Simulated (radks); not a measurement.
Neutral cadmium, 48 electrons, occupied as [Kr] 4d10 5s2. All-electron calculation, Dirac Kohn-Sham, exchange-only LDA, spin-unpolarised, spherical densities, finite nucleus; Fermi nuclear charge, rms radius 4.6087 fm. Program: a radial shooting solver on a logarithmic mesh with Libxc functionals.

Unscreened Slater integrals over Kohn-Sham orbitals (hartree). Large and small components are both included.

| integral | value |
|---|---|
| F0(5s1/2,5s1/2) | 0.30932 |
| F0(5s1/2,4d5/2) | 0.38681 |
| G2(5s1/2,4d5/2) | 0.059193 |
| F0(5s1/2,4d3/2) | 0.38769 |
| G2(5s1/2,4d3/2) | 0.056795 |
| F0(5s1/2,4p3/2) | 0.39915 |
| G1(5s1/2,4p3/2) | 0.020962 |
| F0(4d5/2,4d5/2) | 0.69951 |
| F2(4d5/2,4d5/2) | 0.34153 |
| F4(4d5/2,4d5/2) | 0.22149 |
| F0(4d5/2,4d3/2) | 0.70520 |
| F2(4d5/2,4d3/2) | 0.34451 |
| G2(4d5/2,4d3/2) | 0.34430 |
| G4(4d5/2,4d3/2) | 0.22340 |
| F0(4d5/2,4p3/2) | 0.79271 |
| F2(4d5/2,4p3/2) | 0.38552 |
| G1(4d5/2,4p3/2) | 0.48520 |
| G3(4d5/2,4p3/2) | 0.29539 |
| F0(4d3/2,4d3/2) | 0.71102 |
| F2(4d3/2,4d3/2) | 0.34765 |
| F0(4d3/2,4p3/2) | 0.80068 |
| F2(4d3/2,4p3/2) | 0.39129 |
| G1(4d3/2,4p3/2) | 0.49386 |
| G3(4d3/2,4p3/2) | 0.30088 |
| F0(4p3/2,4p3/2) | 0.92755 |
| F2(4p3/2,4p3/2) | 0.48405 |
